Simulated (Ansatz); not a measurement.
FH6NOSi2, SMILES N[Si@@H](O)[SiH2]F.

Geometry: r2SCAN-D4/def2-SVP. The structure was generated by enumeration; whether it is a known compound was not checked. Other conformers were not sampled.

Two levels are set side by side: PBE/def2-SVPD (Ansatz, a program for electronic structure) and CAM-B3LYP/def2-SVPD (Ansatz). Energy differences of separate SCF runs at the same geometry; the states with an electron removed or added have multiplicity 2 and 2. Differences are taken from unrounded values.

| quantity | CAM-B3LYP |
|---|---|
| vertical ionisation energy (eV) | 10.02 |
| vertical singlet–triplet gap (eV) | 5.49 |

### Question
What does PBE give, and how far is it from CAM-B3LYP? (An estimate is asked for; the answer gives what the named calculation found.)

### Answer

```tsv
quantity	PBE	PBE minus CAM-B3LYP
vertical ionisation energy (eV)	9.36	-0.66
vertical singlet–triplet gap (eV)	4.76	-0.73
```
